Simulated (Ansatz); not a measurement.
Ansatz (a program for electronic structure) input (CCSD(T)/aug-cc-pV(D+d)Z):
A basis named .json is the Basis Set Exchange file of that set.

Ansatz 0.2 input:
```yaml
crystal:
  periodic: [false, false, false]
  atoms:
    - {symbol: C, position_ang: [4.45929622, -0.16087451, 0.68250341]}
    - {symbol: C, position_ang: [3.24964350, 0.76214299, 0.57358551]}
    - {symbol: C, position_ang: [1.95072979, 0.00375980, 0.30498851]}
    - {symbol: C, position_ang: [0.73604183, 0.93227151, 0.19576043]}
    - {symbol: Si, position_ang: [-0.86951240, 0.06929282, -0.12979332]}
    - {symbol: Cl, position_ang: [-2.40300782, 1.42603295, -0.25169489]}
    - {symbol: Cl, position_ang: [-1.30072519, -1.25750689, 1.37560516]}
    - {symbol: Cl, position_ang: [-0.78984396, -0.97397577, -1.89552549]}
    - {symbol: H, position_ang: [4.33347707, -0.87895378, 1.49617178]}
    - {symbol: H, position_ang: [5.37369733, 0.40287842, 0.87417777]}
    - {symbol: H, position_ang: [4.60456295, -0.72850534, -0.23956889]}
    - {symbol: H, position_ang: [3.41137551, 1.49056311, -0.22730940]}
    - {symbol: H, position_ang: [3.14218705, 1.34116772, 1.49628223]}
    - {symbol: H, position_ang: [1.78551611, -0.72363724, 1.10482563]}
    - {symbol: H, position_ang: [2.05452213, -0.57434309, -0.61759788]}
    - {symbol: H, position_ang: [0.60733970, 1.50994969, 1.11670141]}
    - {symbol: H, position_ang: [0.87703642, 1.65962717, -0.61014458]}
basis:
  gaussian:
    orbitals: aug-cc-pV_D+d_Z.json
magnetization: {spin_polarized: false}
correlation: {method: ccsd_t, electrons: outside_noble_gas}
output: {forces: true}
```

End of the output:

```
cycle   3  -33.69880745 eV  change   -1.3e-1 eV  update   1.3e-2
cycle   4  -33.69681432 eV  change    2.0e-3 eV  update   2.8e-3
cycle   5  -33.69587017 eV  change    9.4e-4 eV  update   9.5e-4
cycle   6  -33.69578079 eV  change    8.9e-5 eV  update   2.8e-4
cycle   7  -33.69575467 eV  change    2.6e-5 eV  update   1.0e-4
cycle   8  -33.69577375 eV  change   -1.9e-5 eV  update   3.2e-5
cycle   9  -33.69577365 eV  change    1.0e-7 eV  update   1.1e-5
cycle  10  -33.69576554 eV  change    8.1e-6 eV  update   3.6e-6
perturbative correction -1.14762456 eV, -0.0421744248 hartree
the calculation of the forces begins
1.95 GiB of device memory are held for the factors and their scratch space
Total energy: -49678.58569673 eV, -1825.6543509999 hartree
Atom 0 at     4.459296    -0.160875     0.682503 Å, force    -0.072411     0.016073    -0.009916 eV/Å
Atom 1 at     3.249643     0.762143     0.573586 Å, force    -0.030416    -0.033005    -0.007611 eV/Å
Atom 2 at     1.950730     0.003760     0.304989 Å, force     0.027900     0.057540     0.009345 eV/Å
Atom 3 at     0.736042     0.932272     0.195760 Å, force    -0.104157    -0.168526    -0.030874 eV/Å
Atom 4 at    -0.869512     0.069293    -0.129793 Å, force     0.048446     0.041821     0.011191 eV/Å
Atom 5 at    -2.403008     1.426033    -0.251695 Å, force    -0.220069     0.208118    -0.016331 eV/Å
Atom 6 at    -1.300725    -1.257507     1.375605 Å, force    -0.045870    -0.201506     0.230011 eV/Å
Atom 7 at    -0.789844    -0.973976    -1.895525 Å, force     0.031209    -0.158728    -0.263524 eV/Å
Atom 8 at     4.333477    -0.878954     1.496172 Å, force    -0.068310    -0.309970     0.367946 eV/Å
Atom 9 at     5.373697     0.402878     0.874178 Å, force     0.398796     0.256636     0.084528 eV/Å
Atom 10 at     4.604563    -0.728505    -0.239569 Å, force     0.054429    -0.241852    -0.417944 eV/Å
Atom 11 at     3.411376     1.490563    -0.227309 Å, force     0.065842     0.306686    -0.362230 eV/Å
Atom 12 at     3.142187     1.341168     1.496282 Å, force    -0.054964     0.239641     0.411283 eV/Å
Atom 13 at     1.785516    -0.723637     1.104826 Å, force    -0.078959    -0.325158     0.381440 eV/Å
Atom 14 at     2.054522    -0.574343    -0.617598 Å, force     0.048767    -0.254272    -0.436379 eV/Å
Atom 15 at     0.607340     1.509950     1.116701 Å, force    -0.063719     0.247952     0.431775 eV/Å
Atom 16 at     0.877036     1.659627    -0.610145 Å, force     0.063487     0.318549    -0.382709 eV/Å
Dipole moment:     0.434062     0.179966     0.083390 e Å
```
